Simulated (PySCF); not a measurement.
This PySCF input asks for the NMR shieldings of `CB(CO[BH2-][NH3+])C(C)C`, C5H17B2NO; the geometry comes from GFN2-xTB.

```python
import basis_set_exchange as bse
import numpy as np
from pyscf import gto, dft
from pyscf.prop import nmr

atoms = """
C    -0.859086    0.678521   -2.109578
B    -0.344008   -0.067171   -0.819168
C     0.899992   -1.038222   -0.932958
O     1.455375   -1.513620    0.281468
B     2.680752   -1.024908    0.728648
N     2.290994    0.559589    1.539554
C    -1.107412    0.091746    0.569097
C    -1.733303    1.468079    0.815672
C    -2.205470   -0.987491    0.609871
H    -1.934390    0.565527   -2.237033
H    -0.378838    0.349279   -3.027968
H    -0.684574    1.750929   -2.020300
H     1.695913   -0.606433   -1.562650
H     0.555243   -1.926317   -1.492358
H     3.469696   -0.652427   -0.091157
H     3.099826   -1.656963    1.637180
H     1.868339    1.158664    0.842488
H     1.622644    0.349953    2.269402
H     3.129609    0.975503    1.921423
H    -0.436820   -0.134348    1.405396
H    -2.468399    1.697494    0.048398
H    -2.234051    1.497336    1.782567
H    -0.975242    2.250001    0.802011
H    -1.759524   -1.976543    0.550944
H    -2.896590   -0.868528   -0.221906
H    -2.771722   -0.917038    1.537594
"""
names = dict.fromkeys(["C", "B", "O", "N", "H"], "pcSseg-1")
basis = {el: gto.basis.parse(bse.get_basis(n, elements=[el], fmt="nwchem")) for el, n in names.items()}
mol = gto.M(atom=atoms, basis=basis, charge=0, verbose=0)
mf = dft.RKS(mol, xc="PBE0")
mf.grids.level = 2
mf.grids.alignment = dft.numint.BLKSIZE   # the property module wants whole blocks of grid points
mf.conv_tol = 1e-9
mf.kernel()

calc = nmr.RKS(mf)   # GIAO
C = mf.mo_coeff
Co = C[:, mf.mo_occ > 0]
resp = mf.gen_response(singlet=True, hermi=2)
def vind(x):   # induced exchange potential for any number of trial vectors
    d = np.einsum("pi,xij,qj->xpq", C, 2 * x.reshape(-1, C.shape[1], Co.shape[1]), Co, optimize=True)
    return np.einsum("xpq,pi,qj->xij", resp(d - d.transpose(0, 2, 1)), C, Co, optimize=True).ravel()
mo1, _ = nmr.rhf.solve_mo1(calc, with_cphf=vind)
sigma = calc.kernel(mo1)
for i, s in enumerate(sigma):   # ppm
    w = np.linalg.eigvalsh((s + s.T) / 2)
    print("%2d %-2s iso %8.1f  s11 %8.1f  s22 %8.1f  s33 %8.1f" % (i, mol.atom_pure_symbol(i), w.mean(), *w))
```

Question: Give the expected output.

Answer: 
```
 0 C  iso    180.8  s11    162.8  s22    184.7  s33    195.0
 1 B  iso      8.5  s11    -54.6  s22    -34.4  s33    114.6
 2 C  iso    106.9  s11     71.5  s22     90.6  s33    158.6
 3 O  iso    274.6  s11    200.0  s22    286.4  s33    337.4
 4 B  iso     97.6  s11     84.9  s22     96.7  s33    111.1
 5 N  iso    220.0  s11    201.6  s22    214.9  s33    243.4
 6 C  iso    159.8  s11    145.6  s22    159.2  s33    174.5
 7 C  iso    167.0  s11    153.6  s22    162.2  s33    185.3
 8 C  iso    168.1  s11    154.6  s22    161.0  s33    188.7
 9 H  iso     30.9  s11     26.1  s22     30.6  s33     35.9
10 H  iso     31.0  s11     26.9  s22     29.7  s33     36.4
11 H  iso     31.3  s11     26.8  s22     30.5  s33     36.7
12 H  iso     27.6  s11     23.9  s22     27.0  s33     31.9
13 H  iso     27.0  s11     23.1  s22     26.1  s33     31.7
14 H  iso     28.4  s11     24.6  s22     28.9  s33     31.8
15 H  iso     28.2  s11     24.6  s22     28.2  s33     31.8
16 H  iso     29.8  s11     24.8  s22     27.8  s33     36.8
17 H  iso     29.8  s11     24.1  s22     27.8  s33     37.4
18 H  iso     30.1  s11     24.4  s22     25.0  s33     41.1
19 H  iso     29.8  s11     24.8  s22     27.9  s33     36.6
20 H  iso     30.6  s11     26.7  s22     29.6  s33     35.4
21 H  iso     30.7  s11     26.7  s22     28.3  s33     37.2
22 H  iso     31.0  s11     26.8  s22     28.9  s33     37.3
23 H  iso     30.5  s11     25.0  s22     29.3  s33     37.0
24 H  iso     31.2  s11     26.8  s22     30.0  s33     36.9
25 H  iso     30.6  s11     26.9  s22     27.7  s33     37.1
```

These numbers come from an equivalent density-fitted implementation of the same equations, which agrees with the script to about 0.01 ppm for H and up to a few tenths of a ppm for heavy atoms, so last digits may differ.

Size and cost of the density-fitted run: 238 basis functions, 96 s wall time on 1 thread of an Intel Xeon, shared host; peak memory 1.1 GiB.
